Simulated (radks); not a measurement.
Neutral antimony, configuration [Kr] 4d10 5s2 5p3.

Method: scalar-relativistic Kohn-Sham, PBEsol, spin-polarised, spherical densities, finite nucleus; open shells are filled with parallel spins first (spin-orbit coupling, left out, can overturn this in heavy ions); Fermi nuclear charge, rms radius 4.6802 fm; computed with a radial shooting solver on a logarithmic mesh with Libxc functionals.

Energy parts (hartree):
| part | energy |
|---|---|
| total | -6478.49949 |
| kinetic | 6774.89639 |
| electron-nucleus | -15671.75268 |
| Hartree | 2585.67512 |
| exchange-correlation | -167.31833 |

Orbitals (lengths in bohr, moments of r in powers of bohr):
| orbital | occ. | eigenvalue (hartree) | <r^2> | <r^4> |
|---|---|---|---|---|
| 1s up | 1 | -1113.056 | 0.001095 | 3.129e-06 |
| 1s down | 1 | -1113.053 | 0.001095 | 3.129e-06 |
| 2s up | 1 | -169.3772 | 0.01774 | 0.0005405 |
| 2s down | 1 | -169.3763 | 0.01774 | 0.0005405 |
| 2p up | 3 | -152.0904 | 0.01402 | 0.0003892 |
| 2p down | 3 | -152.0886 | 0.01402 | 0.0003892 |
| 3s up | 1 | -33.18964 | 0.1251 | 0.02384 |
| 3s down | 1 | -33.18769 | 0.1251 | 0.02383 |
| 3p up | 3 | -27.55427 | 0.1255 | 0.02514 |
| 3p down | 3 | -27.55207 | 0.1255 | 0.02514 |
| 3d up | 5 | -18.94616 | 0.1107 | 0.02254 |
| 3d down | 5 | -18.94413 | 0.1107 | 0.02254 |
| 4s up | 1 | -5.45285 | 0.7077 | 0.7441 |
| 4s down | 1 | -5.44851 | 0.7073 | 0.7425 |
| 4p up | 3 | -3.72661 | 0.8307 | 1.067 |
| 4p down | 3 | -3.72191 | 0.8290 | 1.060 |
| 4d up | 5 | -1.22378 | 1.268 | 2.930 |
| 4d down | 5 | -1.21373 | 1.246 | 2.783 |
| 5s up | 1 | -0.49468 | 5.663 | 50.51 |
| 5s down | 1 | -0.42658 | 5.571 | 49.87 |
| 5p up | 3 | -0.20108 | 9.514 | 155.0 |
| 5p down | 0 | -0.12831 | 10.26 | 193.3 |

The highest occupied level is 5p up at -5.472 eV. The density falls to 0.001 e/bohr^3 at r = 4.65 bohr.
